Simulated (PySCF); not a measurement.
Job file and geometry (Å, from GFN2-xTB) of an NMR shielding run on `[SiH3]OC[SiH2][Si@H](Cl)CCl`, C$_{2}$H$_{10}$Cl$_{2}$OSi$_{3}$, GIAO PBE0/pcSseg-1 NMR shielding, non-relativistic, gas phase (PySCF); density fitting, a coarse starting grid and PySCF grid level 2 are the driver's defaults:

```
$ OMP_NUM_THREADS=1 python probes_run.py task.json out

{"job": {"kind": "nmr", "xc": "PBE0", "basis": "pcSseg-1"}, "charge": 0, "multiplicity": 1}
Si    -2.840033    -1.233329    -0.311563
O     -1.503828    -0.334748    -0.542615
C     -1.434002     1.017403    -0.963879
Si     0.364371     1.561198    -0.583368
Si     1.304808    -0.496444    -0.047280
Cl     0.813723    -1.185440     1.794129
C      3.219473    -0.296369     0.042212
Cl     3.811119     0.365354    -1.503747
H     -3.616001    -1.333065    -1.551774
H     -3.688510    -0.620630     0.714323
H     -2.208823    -2.477269     0.090213
H     -2.182981     1.609857    -0.433565
H     -1.681776     1.069948    -2.027659
H      0.920865     2.255232    -1.749651
H      0.340101     2.552805     0.504833
H      1.091792    -1.604489    -0.983158
H      3.542053     0.396106     0.817108
H      3.738891    -1.239805     0.194264
```

**Question.** Write the output of this run.

**Answer.** 
```
coarse grid: 17584 points
cycle   1  E = -1945.3123925341  dE =  6.051e-01  |g| = 6.740e-01  |ddm| = 3.827e+00
cycle   2  E = -1945.1870044269  dE =  1.254e-01  |g| = 1.062e+00  |ddm| = 1.579e+00
cycle   3  E = -1945.3986765538  dE = -2.117e-01  |g| = 1.069e-01  |ddm| = 1.090e+00
cycle   4  E = -1945.4008013048  dE = -2.125e-03  |g| = 3.704e-02  |ddm| = 1.439e-01
cycle   5  E = -1945.4011172060  dE = -3.159e-04  |g| = 7.645e-03  |ddm| = 5.053e-02
cycle   6  E = -1945.4011314673  dE = -1.426e-05  |g| = 1.940e-03  |ddm| = 1.155e-02
cycle   7  E = -1945.4011323542  dE = -8.869e-07  |g| = 6.154e-04  |ddm| = 2.571e-03
final grid: 146616 points
cycle   8  E = -1945.4541456975  dE = -2.875e-05  |g| = 9.841e-03  |ddm| = 2.114e-02
cycle   9  E = -1945.4541281536  dE =  1.754e-05  |g| = 1.356e-02  |ddm| = 1.493e-02
cycle  10  E = -1945.4541628545  dE = -3.470e-05  |g| = 1.481e-03  |ddm| = 9.515e-03
cycle  11  E = -1945.4541632216  dE = -3.670e-07  |g| = 3.839e-04  |ddm| = 1.652e-03
cycle  12  E = -1945.4541632551  dE = -3.350e-08  |g| = 7.182e-05  |ddm| = 4.046e-04
cycle  13  E = -1945.4541632562  dE = -1.130e-09  |g| = 2.139e-05  |ddm| = 9.484e-05
cycle  14  E = -1945.4541632563  dE = -9.595e-11  |g| = 7.469e-06  |ddm| = 2.731e-05
converged SCF energy = -1945.4541632563

GIAO shielding tensors (ppm)
atom      isotropic    diamagn.    paramagn.     s11        s22        s33       span
  0 Si     380.639     881.121    -500.482    333.615    339.959    468.344    134.729
  1 O      327.129     403.091     -75.962    286.618    332.398    362.370     75.752
  2 C      133.549     246.008    -112.458     97.052    110.017    193.579     96.527
  3 Si     401.588     879.751    -478.163    341.625    396.730    466.410    124.786
  4 Si     362.326     877.458    -515.131    314.161    374.077    398.741     84.580
  5 Cl     981.261    1150.488    -169.227    906.833    996.480   1040.469    133.636
  6 C      151.787     252.771    -100.984    124.396    139.547    191.417     67.021
  7 Cl     941.397    1145.163    -203.766    846.373    890.864   1086.953    240.580
  8 H       26.894      28.947      -2.053     23.403     24.859     32.420      9.017
  9 H       26.891      29.625      -2.735     23.384     25.173     32.116      8.732
 10 H       26.800      30.545      -3.744     22.351     26.619     31.431      9.079
 11 H       27.937      29.793      -1.857     23.249     27.304     33.257     10.008
 12 H       27.824      29.119      -1.296     22.935     26.838     33.698     10.763
 13 H       27.145      28.612      -1.468     23.019     26.642     31.773      8.754
 14 H       27.338      29.270      -1.931     24.049     25.786     32.181      8.132
 15 H       26.322      29.281      -2.958     23.076     25.578     30.314      7.238
 16 H       28.729      29.733      -1.004     23.225     28.645     34.317     11.092
 17 H       28.408      28.688      -0.280     22.137     28.536     34.552     12.416
```

**Question.** Turn these shieldings into chemical shifts. Shifts are taken against calculated references (same method and geometry level): 29Si (349.16 ppm), 13C (186.93 ppm), 1H (31.72 ppm) vs TMS; H2O for 17O (336.08 ppm); 35Cl (949.78 ppm) vs HCl.

**Answer.** Averaging equivalent atoms: Si 4: -13.2; Si 0: -31.5; Si 3: -52.4; O 1: 9.0; C 2: 53.4; C 6: 35.1; Cl 7: 8; Cl 5: -31; H 15: 5.39; H 8/9/10: 4.86; H 13: 4.57; H 14: 4.38; H 12: 3.89; H 11: 3.78; H 17: 3.31; H 16: 2.99 ppm. Experimental scales use liquid or dissolved standards, which lie at an offset from isolated H2O (liquid H2O: subtract about 36 ppm).

Size and cost of the density-fitted run: 221 basis functions, 75 s wall time on 1 thread of an Arm Neoverse V1, shared host; peak memory 0.98 GiB.
